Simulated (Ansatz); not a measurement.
`[SiH3][SnH]([Cl])[Cl]` and `[SH][SnH]([Cl])[Cl]` differ in one atom or group.

Ansatz, PBE0-D4/def2-TZVP geometries, multiplicity 1. Each molecule was computed in one conformer, which needn't be the lowest.

Elements past krypton have def2 core potentials.

```json
{"property": "LUMO energy (PBE/def2-TZVPP) / eV", "`[SiH3][SnH]([Cl])[Cl]`": "-2.30"}
{"property": "LUMO energy (B3LYP/def2-TZVPP) / eV", "`[SiH3][SnH]([Cl])[Cl]`": "-1.69"}
{"property": "HOMO energy (B3LYP/def2-TZVPP) / eV", "`[SiH3][SnH]([Cl])[Cl]`": "-8.05"}
{"property": "HOMO–LUMO gap (B3LYP/def2-TZVPP) / eV", "`[SiH3][SnH]([Cl])[Cl]`": "6.36"}
{"property": "size of the dipole moment (PBE/def2-TZVPP) / D", "`[SiH3][SnH]([Cl])[Cl]`": "3.29"}
{"property": "LUMO energy (PBE0/def2-TZVPP) / eV", "`[SiH3][SnH]([Cl])[Cl]`": "-1.42"}
```

Give the same properties after the change, and the shifts. (Estimate.)

Ansatz gave: 
```json
{"property": "LUMO energy (PBE/def2-TZVPP) / eV", "`[SH][SnH]([Cl])[Cl]`": "-2.86", "shift": "-0.56"}
{"property": "LUMO energy (B3LYP/def2-TZVPP) / eV", "`[SH][SnH]([Cl])[Cl]`": "-2.25", "shift": "-0.56"}
{"property": "HOMO energy (B3LYP/def2-TZVPP) / eV", "`[SH][SnH]([Cl])[Cl]`": "-7.85", "shift": "0.20"}
{"property": "HOMO–LUMO gap (B3LYP/def2-TZVPP) / eV", "`[SH][SnH]([Cl])[Cl]`": "5.60", "shift": "-0.76"}
{"property": "size of the dipole moment (PBE/def2-TZVPP) / D", "`[SH][SnH]([Cl])[Cl]`": "2.27", "shift": "-1.02"}
{"property": "LUMO energy (PBE0/def2-TZVPP) / eV", "`[SH][SnH]([Cl])[Cl]`": "-1.95", "shift": "-0.53"}
```

With PBE0 the HOMO rises by 0.16 eV and the LUMO falls by 0.53 eV, so the gap narrows by about 0.69 eV. PBE moves the HOMO by 0.23 eV and ωB97M-V by -0.01 eV. The zero-point energy changes by -41.0 kJ/mol with -6 modes. Dipoles are sizes alone; their direction can turn.

B3LYP here is the variant with VWN-RPA as its local correlation; programs differ in this.
